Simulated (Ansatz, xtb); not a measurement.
# F2HSi2: where a starting geometry ends

The starting geometry of this gas-phase doublet has its atoms placed at random.

```yaml
atoms:
  - { symbol: F, position_ang: [-0.8441, -0.6215, -0.4972] }
  - { symbol: F, position_ang: [-0.4003, 0.4883, -1.5023] }
  - { symbol: Si, position_ang: [1.3341, 0.5261, -0.0357] }
  - { symbol: Si, position_ang: [-0.3707, 0.5823, 1.1904] }
  - { symbol: H, position_ang: [0.1055, -0.3541, -1.7781] }
```

Q: One run relaxed it with r2SCAN-D4/def2-SVP. What is a likely outcome?

A: It ends as a structure with F2 bridging Si3 and H5, given below by its coordinates. Distances that change by over a tenth: F2–H5 (1.02 → 1.14 Å), Si3–Si4 (2.10 → 2.42 Å). Contacts that close: F1–Si4 (2.13 → 1.86 Å), F2–Si3 (2.27 → 1.86 Å).

The energy falls by 7.20 eV over 14 steps:

| step | E − E(last) (eV) |
| --- | --- |
| 1 | 7.203 |
| 2 | 2.696 |
| 4 | 0.981 |
| 5 | 0.864 |
| 7 | 0.232 |
| 8 | 0.102 |
| 10 | 0.030 |
| 11 | 0.023 |
| 13 | 0.001 |
| 14 | 0.000 |

Final geometry (Å):

```yaml
atoms:
  - { symbol: F, position_ang: [-1.1567, -0.5811, -0.4257] }
  - { symbol: F, position_ang: [0.4213, 0.3195, -1.7572] }
  - { symbol: Si, position_ang: [1.3587, 1.0266, -0.3085] }
  - { symbol: Si, position_ang: [-0.3382, 0.0586, 1.1209] }
  - { symbol: H, position_ang: [-0.4607, -0.2025, -1.2524] }
```

From the same start GFN2-xTB ends elsewhere, in pieces: FSi2 + FH.

From so rough a start the end depends on the optimiser's path, so another program may land elsewhere. No frequencies were run, so the end isn't proven a minimum. Open shells are spin-unrestricted. Run with Ansatz 0.2.0, 2.6 min on 1 thread of Intel(R) Xeon(R) Platinum 8259CL CPU @ 2.50GHz (Skylake/Cascade Lake) (shared host).
